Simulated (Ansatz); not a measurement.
**Which is lower?**

Two relaxed structures of CH3OTe (charge -1), singlet (PBE0-D4/def2-TZVPD; forces vanish, vibrations not checked).

A:

```
6
angstrom
C -0.8239 -0.1218 -0.8583
Te 1.2409 -0.5622 -0.3488
O 1.2080 -0.1858 1.4877
H -1.4777 -0.7630 -0.2654
H -1.0306 0.9258 -0.6347
H -0.9805 -0.3135 -1.9240
```

B:

C1  (-0.984, 0.102, -0.879)
Te2  (0.916, -0.430, -0.680)
O3  (1.478, -0.551, 1.375)
H4  (-1.765, -0.631, -0.694)
H5  (-1.264, 1.145, -0.749)
H6  (1.620, 0.365, 1.627)
(Å)

Computed with Ansatz 0.2.0 (basis: def2-TZVPPD); correlated methods freeze the cores. Filled d shells of the heavier atoms are correlated. Core potentials replace the inner electrons of the atoms past krypton. The def2 sets are not built for correlating such inner shells, so the correlated values are less sure here. B3LYP uses VWN-RPA correlation.

Which structure is lower at CCSD(T), and by how much? (To be estimated.)

By the calculation: A, by 30.0 kJ/mol (electronic energy, against the other). By their contacts, A is CH₃OTe ([CH3][Te][O]), total charge -1 and B is CH₃OTe ([CH2][Te][OH]), total charge -1.

All methods give the same order:

```tsv
method	E(B) − E(A) (kJ/mol)
PBE-D4	26.7
r2SCAN-D4	31.0
PBE0-D4	30.5
B3LYP-D4	31.4
wB97M-V	30.5
HF	46.4
MP2	28.6
CCSD	33.9
CCSD(T)	30.0
```

The T1 diagnostic stays at or below 0.018.

Labels in which every atom is bracketed show which atoms are joined, not bond orders.

For scale, one of the runs: CCSD(T)/def2-TZVPPD, 187 basis functions, launched by `ansatz run in.yaml --threads 2 --pin off --events-out ev --progress --plain --max-ram 4352MiB`. Time: 51 s of wall clock on 2 CPU threads of an Intel Xeon 6975P-C; the host was shared. Peak host memory: 2.5 GiB.
